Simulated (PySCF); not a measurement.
Sn(Cl)(Me) (CH3ClSn), SMILES [CH3][Sn][Cl] (connectivity only; charge and spin as stated), neutral, multiplicity 1. Atoms are numbered in the order given.

```xyz
6

Sn     0.4294     0.4105     0.0000
Cl    -0.3393    -1.8859     0.0000
C     -1.6247     1.2419     0.0000
H     -1.6306     2.3432     0.0000
H     -2.1618     0.8708    -0.8890
H     -2.1618     0.8708     0.8890
```

Geometry optimised at B3LYP-D3(BJ)/def2-SVP. The def2 effective core potentials stand for the cores of Sn; spin–orbit coupling is left out.

Calculation: CAM-B3LYP/def2-TZVPD (PySCF).

```
Item                                                                                                           Result
---------------------------------------------------------------------------------------------  ----------------------
total energy                                                                                       -714.46263 hartree
point group                                                                                                        Cs
highest occupied level                                                                                       -8.01 eV
lowest empty level                                                                                           -1.94 eV
orbital gap                                                                                                   6.06 eV
dipole moment                                                                                                  3.27 D
quadrupole, principal values (traceless, Buckingham form, about the centre of nuclear charge)  -5.14, -1.51, 6.65 D·Å
mean static polarisability                                                                      72.9 bohr³ (10.81 Å³)
polarisability, principal values                                                               56.2, 77.4, 85.3 bohr³
```
